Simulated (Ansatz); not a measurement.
Program: Ansatz 0.2.0.

A structure relaxed at PBE0-D4/def2-TZVP, charge 0, multiplicity 1:

```csv
atom,x (Å),y (Å),z (Å)
C1,0.340,0.552,2.769
N2,0.863,0.566,1.420
Ge3,-0.032,-0.121,0.012
Cl4,-0.470,-2.193,0.502
N5,1.098,0.010,-1.406
C6,2.323,-0.772,-1.435
N7,-1.662,0.623,-0.282
C8,-2.655,0.044,-1.162
H9,1.155,0.632,3.494
H10,-0.382,1.352,2.977
H11,-0.161,-0.400,2.954
H12,1.435,1.365,1.198
H13,0.615,-0.001,-2.294
H14,2.813,-0.712,-0.462
H15,2.165,-1.834,-1.660
H16,3.015,-0.362,-2.177
H17,-1.654,1.632,-0.288
H18,-3.653,0.402,-0.897
H19,-2.659,-1.041,-1.036
H20,-2.493,0.257,-2.228
```

Give its formula and SMILES.

C3H12ClGeN3, `C[NH][Ge]([Cl])([NH]C)[NH]C`.

Point group (tolerance 0.08 Å, 0.16 Å for H)?

C1.

Summarise the bond lengths by kind.

3 × C–N 1.447 to 1.454 Å; 9 × C–H 1.092 to 1.099 Å; 3 × Ge–N 1.805 to 1.818 Å; 3 × H–N 1.008 to 1.010 Å; 1 × Cl–Ge 2.174 Å.
